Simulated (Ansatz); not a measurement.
Bond stretch in GeAl (cation, charge +1), lowest singlet found (which spin is the ground state isn't settled by this scan).

RCCSD(T) = CCSD(T) on RHF/aug-cc-pVDZ, cores with 3d frozen in Ansatz (a program for electronic structure); RKS-PBE = restricted PBE/aug-cc-pVDZ (Ansatz); RKS-B3LYP = restricted B3LYP/aug-cc-pVDZ (Ansatz); FCI = full CI/aug-cc-pVDZ, cores with 3d frozen run with Ansatz.

Cost and accuracy over the 10 points of the scan, with FCI as yardstick. Costs are rough ratios of core time within Ansatz on shared cores, each with its mean field (Kohn-Sham runs search longer for lower solutions than correlated ones do); the miss is the largest error against full CI of the curve after the mean shift, in kJ/mol.

Which is the cheapest of these levels that stays within 3.5 kJ/mol of FCI?

RCCSD(T).

| level | relative cost | largest error |
|---|---|---|
| RCCSD(T) | 1 | 1.5 |
| RKS-PBE | 1 | 10.8 |
| RKS-B3LYP | 2 | 5.5 |

Costs within a factor of two of each other count as equal.

The scan ran from 1.75 to 8.24 Å; beyond the distances shown full CI changes its symmetry label. The restricted form behind RKS-PBE, RKS-B3LYP keeps the bonding electrons paired and can't separate into open-shell fragments.
